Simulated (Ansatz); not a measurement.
**Worked example: the step energy**

An elementary step of TiHOF$_{3}$, closed shell (TiHOF₃ ([OH][Ti]([F])([F])[F]) → TiOF₂ ([O][Ti]([F])[F]) + HF (still joined by a long Ti–F bond); Ti–F, O–H broken or loosened, F–H formed or tightened). “Start” and “end” are the PBE0-D4/def2-TZVP structures reached by relaxing down either side of its saddle point, with the molecules still in contact.

Computed with Ansatz 0.2.0 (basis: def2-TZVPP and def2-QZVPP); correlated methods freeze the cores.

Energies in eV:

| quantity | end | start |
| --- | --- | --- |
| Hartree–Fock, triple zeta (X = 3) | -33266.34840 | -33268.81814 |
| Hartree–Fock, quadruple zeta (X = 4) | -33267.23231 | -33269.70556 |
| MP2 correlation, X = 3 | -39.91715 | -38.72959 |
| MP2 correlation, X = 4 | -43.32776 | -42.17259 |
| CCSD(T) correlation, X = 3 | -40.90105 | -40.14809 |

Task: Work out the step energy at the basis limit: extrapolate Hartree–Fock as E(X) = E∞ + A exp(−7.88 √X) and the MP2 correlation as E(X) = E∞ + B X^−2.97 (the exponents that Neese and Valeev fitted for def2-TZVPP and QZVPP), then add CCSD(T) − MP2 in triple zeta.

Result: Each step is linear, so take the differences first (end − start): Hartree–Fock 2.46974 (X = 3) and 2.47325 (X = 4); MP2 correlation -1.18756 and -1.15517; CCSD(T) correlation -0.75296.
Two points give E∞ = E(4) + w [E(4) − E(3)], with w = 1/(exp(7.88 (2 − √3)) − 1) = 0.1377 for Hartree–Fock and w = 1/((4/3)^2.97 − 1) = 0.7407 for the correlation.
Hartree–Fock: 2.47325 + 0.1377 × 0.00351 = 2.4737 eV.
MP2 correlation: -1.15517 + 0.7407 × 0.03239 = -1.1312 eV.
CCSD(T) − MP2: -0.75296 − (-1.18756) = 0.4346 eV.
Sum: 2.4737 + (-1.1312) + 0.4346 = 1.7771 eV, or 40.98 kcal/mol. Plain CCSD(T) in triple zeta gives 1.7168 eV, so the larger basis shifts the result by 0.0603 eV.

The T1 diagnostic stays at or below 0.026. The T1 diagnostic is large here, which may signal multireference character or strong orbital relaxation, so CCSD(T) is less sure.

Labels in which every atom is bracketed show which atoms are joined, not bond orders.

For scale, one of the runs: CCSD(T)/def2-TZVPP, 202 basis functions, launched by `ansatz run in.yaml --threads 4 --pin off --events-out ev --progress --plain --max-ram 9574MiB`. Hardware: 4 CPU threads of an Intel Xeon, shared host. Wall time 2.7 min; peak host memory 3.1 GiB.
